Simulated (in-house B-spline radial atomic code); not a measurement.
A fraction x of an electron is moved 3p → 3d in neutral calcium, starting from [Ar] 4s2 and keeping the highest spin. Computed with a B-spline radial code for spherical atoms: scalar-relativistic (X2C) BP86, spin-polarised, spherical fractional occupations, Fermi nucleus of rms radius 3.4776 fm.

```tsv
x	E(x) - E(0) (eV)	3p down level (eV)	3d up level (eV)
0	0.0000	-28.063	-
0.125	3.2468	-28.291	-2.344
0.25	6.4856	-28.475	-2.605
0.375	9.7134	-28.626	-2.854
0.5	?	?	?
0.625	?	?	?
0.75	19.3090	-28.924	-3.540
0.875	22.4724	-28.984	-3.754
1	25.6160	-29.026	-3.961
```

Q: What belongs in the row x = 0.5?

A: An energy change of 12.9278 eV; 3p down at -28.748 eV, 3d up at -3.091 eV.

Q: What belongs in the row x = 0.625?

A: An energy change of 16.1269 eV; 3p down at -28.847 eV, 3d up at -3.320 eV.

Q: Check Janak's theorem between x = 0.125 and 0.25.

A: The slope of the energy is 25.91 eV; the orbital levels give 25.91 eV (ε of the receiving orbital less ε of the emptying one, averaged over the two points).
